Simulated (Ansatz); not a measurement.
Geometry optimisation, RKS B3LYP-D4/cc-pVDZ in Ansatz 0.2.0.

The input (input.yaml):

```yaml
crystal:
  periodic: [false, false, false]
  atoms:
    - { symbol: C, position_ang: [-0.7708, -2.1869, 0.0957] }
    - { symbol: C, position_ang: [-0.2726, -0.7889, 0.0589] }
    - { symbol: C, position_ang: [0.1471, 0.3301, 0.0227] }
    - { symbol: Si, position_ang: [0.9464, 2.0734, -0.0081] }
    - { symbol: Cl, position_ang: [-0.1771, 3.1701, -1.3824] }
    - { symbol: H, position_ang: [-0.1779, -2.8161, -0.4738] }
    - { symbol: H, position_ang: [-1.7887, -2.1631, -0.3638] }
    - { symbol: H, position_ang: [-1.22575, -0.85789, 0.58315] }
    - { symbol: H, position_ang: [0.7438, 2.7503, 1.3565] }
    - { symbol: H, position_ang: [2.2975, 2.0722, -0.4072] }
basis:
  gaussian: { orbitals: cc-pVDZ }
hamiltonian:
  xc: b3lyp
  dispersion: d4
relax:
  f_tol: 0.02
  max_steps: 50
```

Command:

```bash
$ ansatz run input.yaml --threads 2 --pin off --max-ram 3072MiB --backend cpu --events-out ev --progress --plain --runs-dir out
```

**Question.** Where does it end, and by what steps?

**Answer.** It converged. After 13 steps the energy has fallen by 5.179 eV; H8 moved furthest, 1.38 Å. Parted: C2–H8. Joined: C1–H8.

```
step  energy less start (eV)  largest force component (eV/Å)  accepted
   0                  0.0000                           7.228       yes
   1                 -1.1860                           1.814       yes
   2                 -1.7253                           2.218       yes
   3                 -2.3038                           3.027       yes
   4                 -3.1567                           3.112       yes
   5                 -4.0842                           2.008       yes
   6                 -4.6769                           1.256       yes
   7                 -4.9857                           0.725       yes
   8                 -5.1284                           0.392       yes
   9                 -5.1688                           0.851       yes
  10                 -5.1742                           0.378       yes
  11                 -5.1186                           3.041        no
  12                 -5.1777                           0.106       yes
  13                 -5.1794                           0.012       yes
```

```xyz
10
Properties=species:S:1:pos:R:3
C -0.906 -1.933 0.062
C -0.306 -0.607 0.024
C 0.193 0.507 -0.010
Si 0.923 2.175 -0.070
Cl -0.112 3.345 -1.478
H -0.160 -2.712 -0.164
H -1.717 -2.014 -0.681
H -1.334 -2.146 1.055
H 0.795 2.854 1.249
H 2.346 2.115 -0.504
```

The run took 42 s on 2 threads of Arm Neoverse V1 (shared host), peak memory 0.23 GiB.
